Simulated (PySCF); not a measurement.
Al(Br)2(Me), SMILES [CH3][Al]([Br])[Br] (CH3AlBr2), singlet (CAM-B3LYP/def2-SVP optimised geometry):

```
7

Al    -0.580    -0.007     0.000
Br    -1.764    -1.919    -0.032
Br    -1.743     1.919     0.000
C      1.351    -0.007     0.000
H      1.753     0.790     0.644
H      1.722     0.185    -1.021
H      1.764    -0.972     0.328
```

Calculation: CAM-B3LYP/def2-TZVP (PySCF).

### Question
What are the frontier orbital energies and the dipole moment?

### Answer
HOMO-2 -10.01 eV, HOMO-1 -9.86 eV, HOMO -9.74 eV, LUMO -0.18 eV, LUMO+1 0.18 eV; dipole moment 1.93 D.

On the same geometry PBE/def2-TZVP (PySCF) gives HOMO-2 -7.43 eV, HOMO-1 -7.27 eV, HOMO -7.16 eV, LUMO -1.89 eV, LUMO+1 -1.53 eV; dipole moment 1.85 D.

Meta-Löwdin charges at CAM-B3LYP/def2-TZVP: Al1 0.84, Br2 -0.30, Br3 -0.30, C4 -0.65, H5 0.14, H6 0.14, H7 0.14.
